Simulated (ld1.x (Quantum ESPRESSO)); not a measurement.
## An all-electron radial function and its pseudo partner (Re (Z = 75))

Columns: radius, all-electron u(r) and pseudo u(r) of the 5p shell (level -47.01 eV) of rhenium in the configuration [Kr] 4d10 4f14 5s2 5p6 5d5 6s2 6p0; PBE, scalar-relativistic, TM semilocal scheme, ld1.x (Quantum ESPRESSO) 7.5.

```
r (bohr)  all-electron   pseudo
   0.115       -0.3008  -0.0288
   0.230        0.0304  -0.1120
   0.345        0.5402  -0.2401
   0.460        0.3891  -0.3985
   0.575       -0.0660  -0.5689
   0.690       -0.5101  -0.7314
   0.805       -0.8250  -0.8674
   0.920       -0.9994  -0.9620
   1.035       -1.0608  -1.0072
   1.150       -1.0433  -1.0023
   1.265       -0.9773  -0.9546
   1.380       -0.8855  -0.8762
   1.495       -0.7835  -0.7809
   1.610       -0.6813  -0.6809
   1.725       -0.5847  -0.5847
   1.840       -0.4968  -0.4968
   1.955       -0.4189  -0.4189
   2.070       -0.3511  -0.3511
   2.185       -0.2928  -0.2928
   2.300       -0.2432  -0.2432
   2.415       -0.2013  -0.2013
   2.530       -0.1663  -0.1663
   2.645       -0.1370  -0.1370
   2.760       -0.1126  -0.1126
   2.875       -0.0924  -0.0924
   2.990       -0.0757  -0.0757
```

Question: How many radial nodes do the two functions have?

Answer: The all-electron 5p function has n − l − 1 = 3 (the table is too coarse to show those close to the nucleus); the pseudo-wave has 0, since the states of the same l below it are removed with the core.

Question: At about which radius was the pseudo-wave matched?

Answer: 1.85 bohr. The columns agree to 0.0005 from 1.61 bohr on; several derivatives are matched, so the curves merge somewhat inside the radius.

Question: Where does each function peak?

Answer: Outermost all-electron maximum near 1.03 bohr, pseudo maximum near 1.03 bohr (to the table’s step).

Question: Is the pseudo-wave norm-conserving?

Answer: Yes: the TM semilocal scheme keeps the norm inside the radius equal to the all-electron one, which fixes the energy derivative of the logarithmic derivative at the level.
